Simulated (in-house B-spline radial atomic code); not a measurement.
# Binding energies in Ce XVII (Ce16+)

NIST's tabulated ground configuration is [Kr] 4d6; each binding energy is the energy of the ion with one electron taken from that subshell, relaxed, less that of the parent. All numbers are computed (Dirac-Hartree-Fock, average of configuration; Fermi nucleus of rms radius 4.8771 fm) with a B-spline radial code for spherical atoms, not measured. Energies include first-order Breit, QED and recoil terms.

| subshell | X-ray name | binding energy (eV) | -ε (eV) | relaxation (eV) |
| --- | --- | --- | --- | --- |
| 1s | K | 40821.1 | 41037.4 | 60.1 |
| 2s | L1 | 6932.5 | 6977.9 | 28.1 |
| 2p1/2 | L2 | 6543.2 | 6591.9 | 31.9 |
| 2p3/2 | L3 | 6101.9 | 6143.7 | 30.2 |
| 3s | M1 | 1807 | 1818.9 | 8.8 |
| 3p1/2 | M2 | 1642.8 | 1655.0 | 9.3 |
| 3p3/2 | M3 | 1553.6 | 1564.2 | 8.8 |
| 4s | N1 | 632.7 | 634.9 | 1.4 |
| 4p1/2 | N2 | 566.4 | 568.5 | 1.4 |
| 4p3/2 | N3 | 545.2 | 546.9 | 1.3 |
| 4d | N4,5 | 438.4 | 439.7 | 1.2 |

Relaxation = -ε minus the binding energy without Breit, QED and recoil terms.

Emission lines follow as differences of binding energies, with λ = 12398.42 eV·Å / E:

```json
{"line": "K-L3", "holes": "1s → 2p3/2", "energy (eV)": "34719.2", "wavelength (Å)": "0.35711"}
{"line": "K-L2", "holes": "1s → 2p1/2", "energy (eV)": "34277.9", "wavelength (Å)": "0.3617"}
{"line": "K-M3", "holes": "1s → 3p3/2", "energy (eV)": "39267.5", "wavelength (Å)": "0.31574"}
{"line": "L1-M3", "holes": "2s → 3p3/2", "energy (eV)": "5378.9", "wavelength (Å)": "2.305"}
{"line": "L3-M1", "holes": "2p3/2 → 3s", "energy (eV)": "4294.9", "wavelength (Å)": "2.8868"}
```

**Question.** What screening constant σ does Moseley's law, E = (3/4)·13.6057 eV·(Z - σ)², need for K-L3?

**Answer.** σ = -0.33.

Moseley's non-relativistic formula needs a falling, then negative, screening constant for heavy elements, because relativity binds the 1s electron more strongly than the formula allows.

**Question.** What does it cost to remove two 4d electrons?

**Answer.** 909.94 eV, which is 33.14 eV more than the two single binding energies together.

**Question.** What does it cost to remove both a 2p1/2 and a 3s electron?

**Answer.** 8436.8 eV, which is 86.62 eV more than the two single binding energies together.

**Question.** What does it cost to remove both a 3p1/2 and a 4d electron?

**Answer.** 2121.8 eV, which is 40.63 eV more than the two single binding energies together.
